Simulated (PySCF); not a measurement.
Spinor energies of Pr²²⁺ (praseodymium, charge +22)

Start: [Kr] 4d1; 4d3/2 filled at m_j = +3/2. Calculated with PySCF 2.14 in an even-tempered Gaussian basis (18 s from 1.5 bohr⁻², ratio 2.8; 14 p from 2 bohr⁻², ratio 2.8; 9 d from 2 bohr⁻², ratio 2.8; 4 f from 7 bohr⁻², ratio 3): generalised Hartree-Fock with the X2C-1e Hamiltonian and a Gaussian nucleus; spin-orbit coupling (SO) screened by Boettger's factors.

```
spinor shell  electrons  ε, screened SO (eV)  weight of nominal j (screened SO)  rms radius, screened SO (bohr)
       1s1/2          2             -42828.1                              1.000                          0.0275
       2s1/2          2              -7536.4                              1.000                           0.111
       2p1/2          2              -7144.9                              1.000                          0.0958
       3s1/2          2              -2146.7                              1.000                           0.289
       3p1/2          2              -1980.7                              1.000                           0.279
       3p3/2          4              -1879.9                              1.000                           0.291
       3d3/2          4              -1593.9                              1.000                           0.262
       3d5/2          6              -1571.2                              1.000                           0.266
       4s1/2          2              -865.11                              1.000                           0.614
       4p1/2          2              -794.23                              0.998                           0.628
       4p3/2          4              -764.27                              0.999                           0.651
       4d3/2          1              -663.49                              1.000                           0.658
```

Problem. Where does 2p3/2 lie, and what is the 2p spin-orbit splitting (screened SO)?

Solution. At -6657.6 eV, 487.35 eV above 2p1/2.

```tsv
quantity	screened SO
E (hartree)	-9027.71592
M_J	3/2
⟨J²⟩	3.752
⟨L²⟩	6.033
⟨S²⟩	0.781
```

Each row is a mean over spinors that exchange with the open shell spreads, by up to 9.394 eV (4p1/2).

Breit and QED terms are absent; they matter most for the inner s and p1/2 levels.

Densities and radii are taken from the X2C orbitals without a picture-change correction, which distorts them close to the nucleus.
